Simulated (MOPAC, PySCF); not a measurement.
CH3GeN, SMILES `N#[C][GeH3]`, neutral singlet in the gas phase. 

Cartesian coordinates (Å):
```xyz
6

N      2.4697    -0.0284    -0.0109
C      1.3180    -0.0146    -0.0056
Ge    -0.6147     0.0070     0.0027
H     -1.0462     1.3069    -0.6778
H     -1.0747    -1.2264    -0.7756
H     -1.0521    -0.0445     1.4672
```
Charge 0, multiplicity 1.

All levels are single points at this geometry (B3LYP-D3(BJ)/def2-TZVP); Pople sets use spherical d functions. Orbital energies aren't observables, and empty levels follow the basis.

M06-2X/6-31G* in PySCF gives dipole (D) = 3.78.

**Question.** Estimate the dipole (D) from each of these levels: B3LYP-D3(BJ)/def2-TZVP in PySCF; HF/STO-3G in PySCF; AM1 in MOPAC; PM3 in MOPAC; PM7 in MOPAC.

**Answer.** 
```json
[
 {"level": "B3LYP-D3(BJ)/def2-TZVP in PySCF", "dipole (D)": "3.93"},
 {"level": "HF/STO-3G in PySCF", "dipole (D)": "3.63"},
 {"level": "AM1 in MOPAC", "dipole (D)": "3.32"},
 {"level": "PM3 in MOPAC", "dipole (D)": "3.90"},
 {"level": "PM7 in MOPAC", "dipole (D)": "4.39"}
]
```
